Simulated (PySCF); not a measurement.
Computed shifts of a molecule C4H4O3, PySCF with PBE/pcSseg-1, GIAO, gas phase, equivalent atoms averaged, in ppm (number of nuclei): ¹³C: 164.1 (1), 150.0 (1), 103.7 (1), 95.4 (1). ¹H: 6.12 (2), 5.56 (1), 5.19 (1). References: ¹³C against TMS (σ = 182.0 ppm); ¹⁷O against H2O (σ = 334.3 ppm); ¹H against TMS (σ = 31.49 ppm), references at their B3LYP-D3(BJ)/def2-TZVP geometries, non-relativistic. The structure is a stationary point at TPSSh-D3(BJ)/def2-SVP. Other conformers were not sampled.

**Question.** Identify the compound among the candidates.
A) C=CC1OC(=O)O1
B) C=C1OCOC1=O
C) O=C1OC=CCO1
D) C=C1OC(C=O)O1

**Answer.** B, C=C1OCOC1=O
